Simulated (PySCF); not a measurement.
Species: C6H9O2 (doublet state).
Numbering: `[CH3:1][O:2][CH2:3][C:4](=[O:5])[C:6]1[CH2:7][CH2:8]1` (hydrogens: H9, H10, H11 on C1; H12, H13 on C3; H14, H15 on C7; H16, H17 on C8)

Cartesian coordinates in Å at the GFN2-xTB level; atoms count from 1:
```
atom  x, y, z in Å
C1     2.952   -0.292   -0.033
O2     2.246    0.475    0.916
C3     0.911    0.709    0.599
C4     0.032   -0.562    0.501
O5     0.500   -1.686    0.669
C6    -1.296   -0.280    0.179
C7    -2.314    0.764    0.141
C8    -2.683   -0.689    0.371
H9     2.562   -1.314   -0.081
H10    3.987   -0.310    0.302
H11    2.891    0.163   -1.029
H12    0.525    1.363    1.386
H13    0.811    1.228   -0.370
H14   -2.562    1.216   -0.811
H15   -2.384    1.461    0.968
H16   -3.007   -1.002    1.356
H17   -3.176   -1.232   -0.425
```

The hyperfine couplings belong to this conformer and change with its torsions.

Computed, not measured: PySCF, UKS B3LYP, pcH-1 on C H O, non-relativistic, mean-field spin-orbit, GIAO. Isolated species at its GFN2-xTB geometry (one conformer only). Couplings are sensitive to structure, and on GFN2-xTB geometries they can be far from those on DFT ones. The frame is twisted about the C4–C6 bond at this geometry (dihedral C3–C4–C6–C7 = -18°); couplings at other torsion angles weren't computed. No stability test was run, so a lower SCF solution isn't excluded.

(1) Where do the isotropic ENDOR lines of H16/H17, H14/H15, H12/H13 and H9/H10/H11 fall at 1217.7 mT, to first order?

(2) Which pairs are centred on the nuclear Larmor frequency, and which on half the coupling?

Results:

(1) ν± = |νn ± a/2|, one line for each electron-spin manifold; νn = |g_N| × 7.62259 MHz/T × B.

| nuclei | isotope | g_N | νn (MHz) | a_iso (MHz) | lower line (MHz) | upper line (MHz) |
| --- | --- | --- | --- | --- | --- | --- |
| H16/H17 | 1H | 5.5857 | 51.85 | 68.54 | 17.58 | 86.12 |
| H14/H15 | 1H | 5.5857 | 51.85 | 68.13 | 17.78 | 85.91 |
| H12/H13 | 1H | 5.5857 | 51.85 | 7.70 | 48.00 | 55.70 |
| H9/H10/H11 | 1H | 5.5857 | 51.85 | 1.55 | 51.07 | 52.62 |

(2) Centred on νn, since |a| < 2νn: H16/H17, H14/H15, H12/H13 and H9/H10/H11. No pair has |a| > 2νn.

Nuclei that the bonding pattern makes equivalent are averaged, as if the motion that swaps them (rotation, inversion, ring flip) were fast. C7 and C8, with what hangs on them, aren't averaged: C6 is flat or nearly so (angle sum 352°), and its turn about the short C6–C4 bond (1.40 Å) is taken as slow. The 1H value of +68.5 MHz is a mean of couplings from 59.4 to 77.7 MHz in this one geometry, not an average over conformers. The 1H value of +7.7 MHz is a mean of couplings from 0.4 to 15.0 MHz in this one geometry, not an average over conformers.

Largest spin populations (Mulliken): C6 (+0.77), O5 (+0.30) and C4 (-0.10). The positive populations add up to 1.20 and the negative ones to -0.20, together 2S = 1.

The run took 78 s of wall time (with the writing of density and orbital grids) on one thread, Arm Neoverse V1 (aarch64), on a shared host, and the process peaked at 0.97 GiB of memory.
